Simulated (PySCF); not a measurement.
Cr(Cp)2, C10H10Cr, triplet, GFN2-xTB optimised geometry.

```
21

Cr    -0.03     0.31     0.00
C      1.03     1.88     1.19
C      1.76     1.66     0.00
C      2.20     0.31     0.00
C      1.76    -0.29     1.19
C      1.03     0.67     1.93
H      0.67     2.83     1.54
H      2.03     2.41    -0.72
H      2.88    -0.13    -0.72
H      2.03    -1.28     1.54
H      0.67     0.55     2.94
C     -1.00    -0.42    -1.87
C     -1.61     0.80    -1.51
C     -2.23     0.62    -0.25
C     -2.01    -0.71     0.16
C     -1.25    -1.36    -0.84
H     -0.55    -0.64    -2.83
H     -1.70     1.67    -2.14
H     -2.88     1.33     0.24
H     -2.46    -1.19     1.02
H     -1.02    -2.41    -0.88
```

Density from unrestricted PBE0/def2-SVP (PySCF) at that geometry.

Minimum of the electron density along straight lines between bonded atoms, close to the bond critical point (lines longer than 1.1 times the sum of covalent radii, or with two minima, are not listed):

| bond | length / Å | ρ at the minimum / e bohr⁻³ | ∇²ρ there / e bohr⁻⁵ | position (fraction from the first atom) |
|---|---|---|---|---|
| Cr1–C2 | 2.236 | 0.060 | 0.22 | 0.49 |
| Cr1–C3 | 2.236 | 0.060 | 0.22 | 0.49 |
| C2–C3 | 1.412 | 0.294 | -0.69 | 0.50 |
| Cr1–C4 | 2.235 | 0.060 | 0.22 | 0.49 |
| C3–C4 | 1.412 | 0.294 | -0.69 | 0.50 |
| Cr1–C5 | 2.235 | 0.060 | 0.22 | 0.49 |
| C4–C5 | 1.412 | 0.294 | -0.69 | 0.50 |
| Cr1–C6 | 2.236 | 0.060 | 0.22 | 0.49 |
| C2–C6 | 1.412 | 0.294 | -0.69 | 0.50 |
| C5–C6 | 1.412 | 0.294 | -0.69 | 0.50 |
| C2–H7 | 1.080 | 0.281 | -1.07 | 0.63 |
| C3–H8 | 1.080 | 0.281 | -1.07 | 0.63 |
| C4–H9 | 1.080 | 0.281 | -1.07 | 0.63 |
| C5–H10 | 1.080 | 0.281 | -1.07 | 0.63 |
| C6–H11 | 1.080 | 0.281 | -1.07 | 0.63 |
| Cr1–C12 | 2.235 | 0.060 | 0.22 | 0.49 |
| Cr1–C13 | 2.236 | 0.060 | 0.22 | 0.49 |
| C12–C13 | 1.412 | 0.294 | -0.69 | 0.50 |
| Cr1–C14 | 2.236 | 0.060 | 0.22 | 0.49 |
| C13–C14 | 1.412 | 0.294 | -0.69 | 0.50 |
| Cr1–C15 | 2.236 | 0.060 | 0.22 | 0.49 |
| C14–C15 | 1.412 | 0.294 | -0.69 | 0.50 |
| Cr1–C16 | 2.236 | 0.060 | 0.22 | 0.49 |
| C12–C16 | 1.412 | 0.294 | -0.69 | 0.50 |
| C15–C16 | 1.412 | 0.294 | -0.69 | 0.50 |
| C12–H17 | 1.080 | 0.281 | -1.07 | 0.63 |
| C13–H18 | 1.080 | 0.281 | -1.07 | 0.63 |
| C14–H19 | 1.080 | 0.281 | -1.07 | 0.63 |
| C15–H20 | 1.080 | 0.281 | -1.07 | 0.63 |
| C16–H21 | 1.080 | 0.281 | -1.07 | 0.63 |
